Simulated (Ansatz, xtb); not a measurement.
**Relative energy of two isomers of C4H7BSSi**

Structure a: `[SiH3]C1=CB(S)C=C1`, a singlet. Structure b: `[SiH3]C1=CC=C(S)B1`, a singlet. Both are isolated molecules in the gas phase, relaxed with r2SCAN-D4/def2-SVP; the shapes shown needn't be the lowest conformers.

a (Å):

```
atom    x (Å)    y (Å)    z (Å)
   C  -0.2290   1.1499  -0.8905
   C  -0.4117  -0.0064  -0.1960
   C  -2.4599   0.5732  -1.5333
   C  -1.4720   1.4839  -1.6897
   B  -1.8753  -0.4985  -0.5424
   S  -2.6161  -1.9829   0.1107
  Si   1.3201   2.2033  -0.8847
   H   1.0109   3.5867  -0.4041
   H   2.3425   1.5825   0.0066
   H   1.8722   2.3284  -2.2704
   H   0.3511  -0.4461   0.4529
   H  -3.8150  -1.8846  -0.5102
   H  -3.4312   0.6427  -2.0295
   H  -1.5252   2.3815  -2.3189
```

b (Å):

```xyz
14

C    -0.1371    0.9266   -0.7682
C    -0.8586    0.5519    0.3393
C    -2.2932    0.2600    0.0918
C    -2.5734    0.4384   -1.2270
B    -1.1858    0.8939   -1.9214
S    -4.1109    0.2190   -1.9962
Si    1.6662    1.3533   -0.7799
H     1.9004    2.7518   -1.2624
H     2.2287    1.2298    0.6018
H     2.4423    0.4499   -1.6882
H    -0.4439    0.4618    1.3539
H    -2.9832   -0.0488    0.8829
H    -3.7082    0.5449   -3.2446
H    -1.0552    1.1438   -3.0963
```

Task: Estimate which is lower in electronic energy at CCSD(T)/def2-SVP + ΔMP2/def2-TZVPP, and by roughly how much.

Result: The CCSD(T)/def2-SVP + ΔMP2/def2-TZVPP calculation puts structure a lower, by 30.0 kcal/mol.

Level by level:

```csv
level,geometry,E(b) − E(a) (kcal/mol),departure from the last row (kcal/mol),"job, with rough time for the two"
GFN2-xTB,GFN2-xTB,+16.5,−13.5,"optimisation, 1.3 s"
HF/STO-3G,GFN2-xTB,+29.6,−0.4,"single point, 1.7 s"
r2SCAN-D4/def2-SVP//GFN2-xTB,GFN2-xTB,+30.8,+0.8,"single point, 13 s"
r2SCAN-D4/def2-SVP,r2SCAN-D4/def2-SVP,+30.3,+0.2,"optimisation, 2.9 min"
HF/def2-SVP,r2SCAN-D4/def2-SVP,+30.6,+0.5,part of the CCSD(T) run
MP2/def2-SVP,r2SCAN-D4/def2-SVP,+32.4,+2.4,part of the CCSD(T) run
CCSD(T)/def2-SVP,r2SCAN-D4/def2-SVP,+32.8,+2.7,single point
CCSD(T)/def2-SVP + ΔMP2/def2-TZVPP,r2SCAN-D4/def2-SVP,+30.0,,"single point, 4.1 min"
```

As drawn, b has 1 C–S, 1 B–H in place of 1 B–S, 1 C–H.

The levels shown agree on the order. The largest departure from CCSD(T)/def2-SVP + ΔMP2/def2-TZVPP is that of GFN2-xTB, 13.5 kcal/mol. The last row adds to CCSD(T) the change of the MP2 difference between the two basis sets, here −2.7 kcal/mol.

With thermal terms from frequencies at re-optimised GFN2-xTB minima (ideal gas, soft modes damped towards free rotors, one conformer each, 298.15 K, 1 atm): on the last row, ΔE + ΔZPE = +28.3, ΔH = +28.5, ΔG = +28.1 kcal/mol.

The correlated steps freeze 15 core orbitals. Programs: Ansatz 0.2.0, xtb 6.7.1; the last row on 2 threads of AMD EPYC (Zen 3) on a shared host.
